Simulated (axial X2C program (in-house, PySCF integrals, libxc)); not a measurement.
# Worked dissociation energy of TeSe⁺: PW91, scalar-relativistic

Computed with an in-house relativistic program for diatomic molecules. Spin-free means the one-electron spin-free X2C Hamiltonian. Basis: Te dyall-cv3z [11s12p8d4f1g], Se dyall-cv3z [8s9p6d4f1g] (cores contracted in-house); Gaussian nuclei, density fitting, unrestricted open shells. Masses: Te 129.906 u, Se 79.917 u.

Molecular state: M_S = 1/2, Λ = 1 (beyond evenly filled blocks: π+α).

* E(Te+) (2M_S = 3, M_L = 0): -6793.999875 hartree
* E(Se) (2M_S = 2, M_L = 0): -2430.086309 hartree
* E(TeSe⁺) at Re: -9224.233945 hartree
* ωe: 341.6 cm⁻¹
* ωexe: 0.657 cm⁻¹

Problem. Work out De and D0.

Solution. De = -6793.999875 + (-2430.086309) − (-9224.233945) = 0.14776 hartree = 4.021 eV. The zero-point energy is ωe/2 − ωexe/4 = 171 cm⁻¹ = 0.021 eV, so D0 = 4.000 eV.

One determinant describes the state; a PBE0 search over occupations chose it and may have missed a lower one. De is counted from the lowest determinant-based energies of the atoms at the same level, without counterpoise correction. The functionals have no current-density term, which raises determinants with orbital currents, atoms included. Spin-free De lacks the spin–orbit lowering of the heavy p-block atom, a tenth of an eV or more for 4p and 5p, up to an eV for 6p and one to two eV for 7p atoms, less what an open-shell molecule gains itself.

Each atomic determinant is the lowest at this level and need not be a pure term. Totals compare only within one Hamiltonian and basis.
